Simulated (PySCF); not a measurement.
Record of a relaxation.

Species: C7H10.
SMILES with atom numbers: `[CH:1]#[C:2]/[CH:3]=[C:4](/[CH3:5])[CH2:6][CH3:7]` (hydrogens: H8 on C1; H9 on C3; H10, H11, H12 on C5; H13, H14 on C6; H15, H16, H17 on C7)

Computed by this run: PySCF, PBE0-D3(BJ)/def2-SVP geometry optimisation, gas phase; density fitting, grid level 1; the optimiser is geomeTRIC in internal coordinates, started from a GFN2-xTB structure. The frame can shift and turn from step to step; on so coarse a grid that alone can change the energy by a few meV, and forces under 0.02 eV/Å are noise.

Step 0: E = -7405.8576 eV, largest atomic force 1.082 eV/Å
```
atom  x, y, z in Å  |  force x, y, z in eV/Å
C1      2.697    1.634   -0.482    0.456   0.023  -0.062
C2      1.508    1.557   -0.323   -0.893  -0.058   0.114
C3      0.114    1.494   -0.126    0.242   0.341   0.017
C4     -0.601    0.369   -0.210   -0.548  -0.696  -0.200
C5     -2.080    0.358    0.008    0.520   0.166  -0.034
C6      0.039   -0.959   -0.502    0.060   0.176   0.542
C7      0.436   -1.671    0.794   -0.142   0.219  -0.511
H8      3.734    1.697   -0.623    1.070   0.072  -0.142
H9     -0.362    2.439    0.105   -0.332   0.337   0.127
H10    -2.444    1.330    0.332   -0.190   0.340   0.124
H11    -2.347   -0.384    0.760   -0.174  -0.301   0.280
H12    -2.591    0.086   -0.917   -0.239  -0.144  -0.321
H13     0.935   -0.808   -1.108    0.198   0.014  -0.240
H14    -0.657   -1.589   -1.060   -0.184  -0.159  -0.246
H15     1.149   -1.065    1.348    0.281   0.195   0.252
H16    -0.434   -1.844    1.423   -0.305  -0.108   0.316
H17     0.896   -2.631    0.571    0.181  -0.416  -0.018
```

Step 1: E = -7405.9233 eV, largest atomic force 0.177 eV/Å
```
atom  x, y, z in Å  |  force x, y, z in eV/Å
C1      2.795    1.683   -0.428    0.174   0.017  -0.025
C2      1.594    1.604   -0.267   -0.028  -0.013   0.008
C3      0.190    1.530   -0.069   -0.081   0.039   0.000
C4     -0.535    0.393   -0.151    0.064   0.040   0.030
C5     -2.010    0.399    0.081   -0.093  -0.033  -0.004
C6      0.106   -0.937   -0.429   -0.014  -0.044  -0.111
C7      0.481   -1.679    0.851    0.023  -0.022   0.082
H8      3.860    1.753   -0.572   -0.093  -0.004   0.013
H9     -0.320    2.473    0.169    0.022  -0.031  -0.006
H10    -2.382    1.384    0.395    0.014  -0.008  -0.010
H11    -2.291   -0.340    0.853    0.008   0.026  -0.021
H12    -2.545    0.104   -0.839    0.011   0.001   0.035
H13     1.011   -0.787   -1.040   -0.031  -0.002   0.020
H14    -0.589   -1.556   -1.024    0.037   0.031   0.017
H15     1.213   -1.095    1.432   -0.018  -0.026  -0.009
H16    -0.396   -1.853    1.494    0.023   0.004  -0.017
H17     0.930   -2.659    0.625   -0.018   0.024  -0.002
```

Step 2: E = -7405.9241 eV, largest atomic force 0.028 eV/Å
```
atom  x, y, z in Å  |  force x, y, z in eV/Å
C1      2.799    1.692   -0.431   -0.014   0.004   0.001
C2      1.597    1.608   -0.270    0.011  -0.020   0.000
C3      0.192    1.532   -0.070   -0.025   0.005  -0.003
C4     -0.532    0.393   -0.149    0.026   0.005   0.008
C5     -2.009    0.399    0.082   -0.015  -0.006   0.002
C6      0.108   -0.938   -0.428   -0.006  -0.001  -0.014
C7      0.477   -1.685    0.853   -0.001  -0.001   0.009
H8      3.860    1.767   -0.575    0.004   0.001   0.000
H9     -0.318    2.472    0.166    0.002   0.002  -0.001
H10    -2.379    1.387    0.390    0.003   0.003  -0.004
H11    -2.289   -0.333    0.858    0.004   0.005   0.004
H12    -2.545    0.099   -0.835    0.005  -0.004   0.003
H13     1.013   -0.790   -1.036    0.004   0.003   0.008
H14    -0.587   -1.553   -1.027    0.005   0.002  -0.002
H15     1.209   -1.109    1.438    0.000  -0.001  -0.005
H16    -0.403   -1.859    1.492   -0.001   0.002  -0.003
H17     0.920   -2.666    0.624   -0.004  -0.001  -0.004
```

Step 3: E = -7405.9243 eV, largest atomic force 0.052 eV/Å
```
atom  x, y, z in Å  |  force x, y, z in eV/Å
C1      2.797    1.688   -0.434   -0.051   0.001   0.006
C2      1.595    1.607   -0.271    0.024   0.024   0.003
C3      0.190    1.536   -0.070    0.031  -0.033  -0.011
C4     -0.530    0.396   -0.147   -0.034  -0.008  -0.001
C5     -2.008    0.398    0.084    0.017   0.003   0.006
C6      0.112   -0.935   -0.428   -0.003   0.014   0.018
C7      0.474   -1.687    0.853   -0.009   0.004  -0.018
H8      3.858    1.761   -0.579    0.028   0.000  -0.003
H9     -0.318    2.478    0.166   -0.002   0.004   0.000
H10    -2.380    1.387    0.386   -0.003   0.004  -0.002
H11    -2.285   -0.330    0.865   -0.002  -0.002   0.011
H12    -2.542    0.090   -0.831   -0.001  -0.006  -0.007
H13     1.020   -0.783   -1.030    0.012   0.004   0.003
H14    -0.579   -1.547   -1.032   -0.008  -0.006  -0.011
H15     1.204   -1.115    1.444    0.007   0.006   0.000
H16    -0.409   -1.862    1.486   -0.006   0.000   0.005
H17     0.916   -2.667    0.621    0.001  -0.008  -0.001
```

Step 4: E = -7405.9248 eV, largest atomic force 0.049 eV/Å
```
atom  x, y, z in Å  |  force x, y, z in eV/Å
C1      2.801    1.703   -0.439   -0.043   0.000   0.006
C2      1.599    1.613   -0.275   -0.002   0.001  -0.002
C3      0.194    1.535   -0.073    0.044  -0.007  -0.001
C4     -0.526    0.395   -0.146   -0.040  -0.021  -0.018
C5     -2.003    0.399    0.088    0.041   0.013   0.009
C6      0.114   -0.936   -0.427    0.005   0.021   0.037
C7      0.463   -1.696    0.853   -0.013   0.002  -0.034
H8      3.861    1.784   -0.584    0.027  -0.001  -0.003
H9     -0.316    2.476    0.161   -0.009   0.012   0.004
H10    -2.375    1.391    0.378   -0.007   0.002  -0.001
H11    -2.278   -0.319    0.878   -0.006  -0.005   0.012
H12    -2.539    0.079   -0.822   -0.007  -0.006  -0.011
H13     1.028   -0.786   -1.021    0.014   0.004  -0.001
H14    -0.574   -1.543   -1.039   -0.012  -0.009  -0.018
H15     1.193   -1.132    1.451    0.009   0.007   0.006
H16    -0.426   -1.868    1.479   -0.005  -0.002   0.011
H17     0.899   -2.678    0.618    0.005  -0.009   0.005
```

Step 5: E = -7405.9252 eV, largest atomic force 0.040 eV/Å
```
atom  x, y, z in Å  |  force x, y, z in eV/Å
C1      2.803    1.714   -0.447   -0.006   0.000   0.002
C2      1.603    1.618   -0.280   -0.017  -0.007  -0.002
C3      0.198    1.537   -0.075    0.020   0.013   0.006
C4     -0.522    0.396   -0.144   -0.022  -0.021  -0.017
C5     -1.999    0.398    0.093    0.036   0.016   0.009
C6      0.118   -0.935   -0.426    0.007   0.004   0.025
C7      0.449   -1.705    0.852   -0.011   0.002  -0.027
H8      3.863    1.799   -0.594    0.006  -0.002  -0.001
H9     -0.312    2.477    0.159   -0.007   0.006   0.001
H10    -2.373    1.394    0.370   -0.006   0.000  -0.001
H11    -2.269   -0.309    0.896   -0.004  -0.002   0.004
H12    -2.535    0.063   -0.811   -0.006  -0.003  -0.004
H13     1.040   -0.782   -1.007    0.005  -0.001  -0.001
H14    -0.564   -1.536   -1.051   -0.002  -0.004  -0.012
H15     1.176   -1.148    1.461    0.004   0.003   0.006
H16    -0.447   -1.877    1.469    0.000  -0.001   0.007
H17     0.883   -2.688    0.616    0.004  -0.002   0.004
```

Step 6: E = -7405.9256 eV, largest atomic force under 0.02 eV/Å
```
atom  x, y, z in Å  |  force x, y, z in eV/Å
C1      2.804    1.728   -0.455    0.020  -0.002  -0.001
C2      1.605    1.625   -0.286   -0.011  -0.002  -0.004
C3      0.201    1.539   -0.079    0.018   0.007   0.002
C4     -0.516    0.396   -0.144   -0.009   0.016  -0.001
C5     -1.991    0.400    0.101    0.003  -0.015   0.001
C6      0.125   -0.935   -0.425    0.000   0.000   0.007
C7      0.433   -1.718    0.850   -0.005   0.001  -0.005
H8      3.864    1.816   -0.604   -0.010  -0.002   0.001
H9     -0.313    2.478    0.154   -0.001  -0.005  -0.001
H10    -2.366    1.400    0.359    0.002  -0.003  -0.002
H11    -2.257   -0.291    0.919   -0.004  -0.001  -0.004
H12    -2.532    0.045   -0.794   -0.006  -0.001   0.004
H13     1.058   -0.779   -0.989   -0.004  -0.001  -0.001
H14    -0.548   -1.528   -1.068    0.004   0.005  -0.001
H15     1.154   -1.170    1.475   -0.003  -0.002   0.002
H16    -0.472   -1.890    1.453    0.003   0.000   0.000
H17     0.866   -2.701    0.613    0.003   0.004   0.001
```

Q: Summarise the path.

A: The energy falls by 0.0679 eV from step 0 to step 6; nine tenths of that is first reached at step 1. It falls at every step. The largest force goes from 1.082 to under 0.02 eV/Å. Among the bonds C1–H8 changes most, from 1.049 to 1.074 Å; the atoms move by 0.090 Å rms after alignment.

Q: Follow the three bonds and two angles with the largest change from start to end.

A: 
```
step  E above end (eV)  largest force (eV/Å)  C1–H8 (Å)  C3=C4 (Å)  C1≡C2 (Å)  C4–C3–H9 (°)  C4–C6–C7 (°)
   0            0.0679                 1.082      1.049      1.336      1.202         120.8         111.0
   1            0.0023                 0.177      1.076      1.351      1.215         119.1         112.3
   2            0.0014                 0.028      1.074      1.351      1.216         119.1         112.3
   3            0.0012                 0.052      1.073      1.351      1.216         119.3         112.3
   4            0.0008                 0.049      1.073      1.351      1.216         119.2         112.4
   5            0.0003                 0.040      1.074      1.351      1.215         119.2         112.4
   6            0.0000            under 0.02      1.074      1.351      1.215         119.2         112.5
```

What follows is the cost of the whole optimisation. The run took 43 s of wall time on one thread of an Arm Neoverse V1, shared host, and the process peaked at 0.61 GiB of memory.
